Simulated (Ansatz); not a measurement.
CH$_{8}$ClNSi$_{2}$, SMILES `[SiH3]NC[SiH2]Cl`, charge 0, multiplicity 1.

(1) Give a relaxed structure at PBE0-D4/def2-TZVP (the Gaussian-basis code of Ansatz). (An estimate is asked.)

Results:

(1) Computed: 
```xyz
13

Si   -0.025    2.176   -0.291
N     0.505    0.539   -0.283
C    -0.395   -0.595   -0.442
Si    0.168   -1.900    0.781
Cl   -0.862   -3.667    0.516
H    -1.098    2.326    0.727
H     1.149    3.021    0.042
H    -0.592    2.635   -1.595
H     1.457    0.344   -0.549
H    -1.413   -0.291   -0.174
H    -0.449   -0.976   -1.469
H     1.611   -2.176    0.566
H    -0.057   -1.436    2.170
```
This is one stationary point; other conformers may exist.
